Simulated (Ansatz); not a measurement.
```yaml
crystal:
  periodic: [false, false, false]
  atoms:
    - {symbol: Si, position_ang: [-0.024200, 0.062217, 0.040035]}
    - {symbol: Br, position_ang: [0.157265, -0.220982, 2.193843]}
    - {symbol: Cl, position_ang: [2.030516, -0.047861, -0.809057]}
    - {symbol: Cl, position_ang: [-0.904389, 1.739603, -0.646004]}
    - {symbol: Cl, position_ang: [-0.910188, -1.649210, -0.796381]}
basis:
  gaussian: {orbitals: x2c-TZVPPall, fitting: {mean_field: cc-pVTZ-jkfit}}
total_charge: 1
magnetization: {spin_polarized: true, initial_magnetization: 1}
hamiltonian: {xc: {name: PBE0}, dispersion: d3bjatm}
```

```sh
$ ansatz run in.yaml --threads 4 --pin off --events-out ev --progress --plain --max-ram 3916MiB
```

It prints (some lines left out):

```
Functional definition: PBE0
691 factors; integrals over basis functions are off by at most 1.4e0 eV
mean field evaluation 1: about -116467.3558 eV, gradient 2.3e1 eV
mean field evaluation 2: about -116461.2561 eV, gradient 4.0e1 eV
mean field evaluation 4: about -116470.1517 eV, gradient 7.9e0 eV
mean field evaluation 8: about -116470.5458 eV, gradient 4.7e-1 eV
mean field evaluation 16: about -116470.5491 eV, gradient 1.6e-2 eV
mean field evaluation 32: about -116470.5492 eV, gradient 1.2e-4 eV
mean field evaluation 64: about -116469.9580 eV, gradient 4.9e0 eV
mean field -116470.54920943 eV, -4280.2137368730 hartree, gradient 7.3e-6 eV, S^2 0.756569; 8 other end points of the search recorded, 0 dependent functions left out
reference -116470.54923300 eV, -4280.2137377389 hartree; 50, 49 occupied and 166, 167 virtual orbitals, 691 factors
Total energy: -116470.77930773 eV, -4280.2221928294 hartree
Relativity: scalar
```

It took 32 s on 4 threads of Arm Neoverse V1 on a shared host, peak host memory 0.78 GiB.

DK, ANO-RCC and x2c sets are all-electron and run with scalar relativity unless a key says otherwise.
